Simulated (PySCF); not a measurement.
Cd(I)(SH) (CdHIS), SMILES [SH][Cd][I].

The structure is a stationary point at B3LYP-D3(BJ)/def2-TZVP. The def2 effective core potentials stand for the cores of Cd, I; spin–orbit coupling is left out. Other conformers were not sampled.

All values below come from TDA-B3LYP/def2-SVPD (PySCF).

Vertical excitations. The molecule is in vacuum. State labels are in the subgroup Cs.

```
state  symmetry  energy (eV)  λ (nm)      f                                             main pairs
-----  --------  -----------  ------  -----  -----------------------------------------------------
S1           A"         3.83     324  0.003                                         HOMO→LUMO 99 %
S2           A'         4.16     298  0.012                                      HOMO−1→LUMO 100 %
S3           A"         4.26     291  0.025                                       HOMO−2→LUMO 99 %
S4           A"         5.02     247  0.000                                       HOMO→LUMO+1 99 %
S5           A'         5.26     236  0.049  HOMO→LUMO+2 51 %, HOMO−3→LUMO 39 %, HOMO−1→LUMO+1 9 %
S6           A"         5.42     229  0.000                                     HOMO−2→LUMO+1 98 %
S7           A'         5.42     229  0.000                   HOMO−1→LUMO+1 73 %, HOMO→LUMO+2 18 %
S8           A"         5.65     220  0.000                                     HOMO−1→LUMO+2 99 %
S9           A'         5.88     211  0.001                   HOMO−2→LUMO+2 75 %, HOMO−4→LUMO 22 %
S10          A"         6.15     202  0.028                                       HOMO→LUMO+3 83 %
T1           A"         3.49     355      0                                         HOMO→LUMO 97 %
T2           A'         3.84     323      0                                       HOMO−1→LUMO 99 %
T3           A"         3.91     317      0                                       HOMO−2→LUMO 97 %
T4           A'         4.45     279      0                                       HOMO−3→LUMO 98 %
```
Triplets are in the Tamm–Dancoff approximation.
